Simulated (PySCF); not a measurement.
## Ionisation energy of Hf⁴⁴⁺ by level of theory

Hf⁴⁴⁺ [Ar] 3d10 → Hf⁴⁵⁺ [Ar] 3d9 [3d3/2^4 3d5/2^5, M_J = 5/2], as a difference of total energies. Computed with PySCF 2.14 in an uncontracted even-tempered set (16 s from 10 bohr⁻², ratio 2.8; 13 p from 13 bohr⁻², ratio 2.8; 8 d from 13 bohr⁻², ratio 2.8; 3 f from 52 bohr⁻², ratio 3), with the two-component X2C-1e Hamiltonian. Correlated levels: [Ne] frozen; the 80 highest virtual spinors dropped. "Screened" scales the spin-orbit matrix elements by Boettger's factors to mimic the two-electron term; Breit and QED terms are absent.

| method | ionisation energy (eV) |
| --- | --- |
| GHF (spin-free) | 3766.5 |
| GMP2 (spin-free) | 3767.8 |
| GHF (screened spin-orbit) | 3742.3 |
| GMP2 (screened spin-orbit) | 3743.7 |

Breit and QED terms and the two-electron picture change are absent.

The spin-free rows lack the spin-orbit shift.

For comparison: 3741 ± 4 eV (theoretical estimate listed by NIST; NIST Atomic Spectra Database, ionization energies).
